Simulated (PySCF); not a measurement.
# Radial density of C⁺ (carbon, charge +1)

M06-L, [He] 2s1 2p1 3s1, high-spin 4P determinant (an excited configuration). All numbers are calculated (PySCF 2.14, the non-relativistic Hamiltonian (point nucleus), in dyall-av3z).

| r (bohr) | 4πr²ρ (e/bohr) | 4πr²(ρα − ρβ) |
| --- | --- | --- |
| 0.00362 | 0.01972 | 0.0007 |
| 0.00608 | 0.05424 | 0.0020 |
| 0.0102 | 0.1462 | 0.0053 |
| 0.0172 | 0.3812 | 0.0138 |
| 0.0289 | 0.9411 | 0.0339 |
| 0.0487 | 2.116 | 0.0760 |
| 0.0819 | 4.038 | 0.1427 |
| 0.138 | 5.913 | 0.1926 |
| 0.232 | 5.698 | 0.1563 |
| 0.390 | 2.875 | 0.1983 |
| 0.655 | 1.301 | 0.8896 |
| 1.10 | 1.601 | 1.5928 |
| 1.85 | 0.6971 | 0.6971 |
| 3.12 | 0.3314 | 0.3314 |
| 5.25 | 0.1671 | 0.1671 |
| 8.82 | 0.006617 | 0.0066 |

The outer electron is Rydberg-like, and this basis confines it to a smaller radius and binds it less than a complete one would.
